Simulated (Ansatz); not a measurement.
Name a neutral molecule of C, Ge, O and H with LUMO energy (B3LYP/def2-TZVPP) between -1.05 and -0.75 eV and zero-point energy (PBE0-D4/def2-TZVP) between 117 and 133 kJ/mol (Ansatz, PBE0-D4/def2-TZVP geometry).

`O=[C](O)[GeH3]` (-0.84 eV, 123.6 kJ/mol). Other molecules can fit too; these were computed, each in one conformer that needn't be the lowest.

B3LYP here is the variant with VWN-RPA as its local correlation; programs differ in this.
